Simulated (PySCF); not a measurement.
**C2H3AlO2**

The system: C2H3AlO2, a small molecule; neutral, singlet. The structure, one conformer, was relaxed in the gas phase by PBE0-D3(BJ)/def2-SVP. No frequency run checks that it is a minimum.

SMILES: C#[C][Al]([OH])[OH]

Coordinates in Å:
```
O1      0.550    1.980    0.081
Al2     0.487    0.327   -0.299
O3      1.618   -0.309   -1.384
C4     -0.812   -0.842    0.446
C5     -1.656   -1.585    0.921
H6     -0.052    2.438    0.669
H7      2.311    0.203   -1.803
H8     -2.398   -2.241    1.341
```

Shieldings: GIAO PBE0/pcSseg-2. Shifts are against computed references at the same level: C TMS (σ 184.1 ppm), H TMS (σ 31.24 ppm). Core levels by delta-SCF with SCAN, pcX-2 on the ionised atom and pcseg-1 elsewhere, spin-free X2C (2p3/2 is the spin-free 2p value less a third of a first-order spin-orbit splitting); from the vacuum level, for chosen atoms.

(1) Give the shieldings and core levels atom by atom.

(2) By CAM-B3LYP/def2-SVPD (TDDFT singlets, Tamm-Dancoff triplets, ionisation by delta-SCF), where does absorption start, and what does vertical ionisation take?

Answers

(1) 
```csv
atoms,bonded to,σ (ppm),δ (ppm),core level (eV)
O1,1 Al + 1 H,288.2,-,1s 538.17
Al2,1 C + 2 O,453.5,-,2p3/2 80.96
O3,1 Al + 1 H,305.6,-,1s 538.16
C4,1 Al + 1 C,94.0,90.2,-
C5,1 C + 1 H,79.1,105.0,-
H6,1 O,29.61,1.64,-
H7,1 O,30.07,1.18,-
H8,1 C,29.59,1.65,-
```

Values are those of this one static structure; atoms that internal rotation interchanges would show their mean in an NMR spectrum.

Core levels of C4, C5 are left out, their hole states being strongly spin-contaminated.

(2) The first singlet with intensity lies at 6.03 eV (f 0.009); what lies below it is dark. The lowest singlet lies at 5.61 eV (f 0.000), the strongest of the first 6 at 7.18 eV (f 0.029), the lowest triplet at 4.73 eV; vertical ionisation takes 10.86 eV.

The 3 runs behind this took 88 s in all, one thread each of Arm Neoverse V2 on a shared host, launched as `OMP_NUM_THREADS=1 python cluster_run.py task.json out`.
